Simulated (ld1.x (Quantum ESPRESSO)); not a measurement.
# An all-electron radial function and its pseudo partner (oxygen)

Columns: radius, all-electron u(r) and pseudo u(r) of the 2p shell (level -9.02 eV) of oxygen in the configuration [He] 2s2 2p4; BLYP, scalar-relativistic, TM scheme, ld1.x (Quantum ESPRESSO) 7.5.

| r (bohr) | all-electron | pseudo |
| --- | --- | --- |
| 0.055 | 0.0373 | 0.0172 |
| 0.110 | 0.1214 | 0.0671 |
| 0.165 | 0.2245 | 0.1451 |
| 0.220 | 0.3309 | 0.2439 |
| 0.275 | 0.4319 | 0.3546 |
| 0.330 | 0.5229 | 0.4675 |
| 0.385 | 0.6018 | 0.5735 |
| 0.440 | 0.6682 | 0.6655 |
| 0.495 | 0.7226 | 0.7392 |
| 0.550 | 0.7656 | 0.7932 |
| 0.605 | 0.7982 | 0.8288 |
| 0.660 | 0.8213 | 0.8489 |
| 0.715 | 0.8361 | 0.8572 |
| 0.770 | 0.8437 | 0.8576 |
| 0.825 | 0.8452 | 0.8528 |
| 0.880 | 0.8416 | 0.8449 |
| 0.935 | 0.8337 | 0.8348 |
| 0.990 | 0.8224 | 0.8226 |
| 1.045 | 0.8083 | 0.8083 |
| 1.100 | 0.7920 | 0.7920 |
| 1.155 | 0.7740 | 0.7740 |
| 1.210 | 0.7546 | 0.7546 |
| 1.265 | 0.7344 | 0.7344 |
| 1.320 | 0.7134 | 0.7134 |
| 1.375 | 0.6920 | 0.6920 |
| 1.430 | 0.6704 | 0.6704 |

Problem. How many radial nodes do the two functions have?

Solution. The all-electron 2p function has n − l − 1 = 0; the pseudo-wave has 0.

Problem. At about which radius was the pseudo-wave matched?

Solution. 1.10 bohr. The columns agree to 0.0005 from 0.99 bohr on; several derivatives are matched, so the curves merge somewhat inside the radius.

Problem. Where does each function peak?

Solution. Outermost all-electron maximum near 0.82 bohr, pseudo maximum near 0.77 bohr (to the table’s step).

Problem. Is the pseudo-wave norm-conserving?

Solution. Yes: the TM scheme keeps the norm inside the radius equal to the all-electron one, which fixes the energy derivative of the logarithmic derivative at the level.
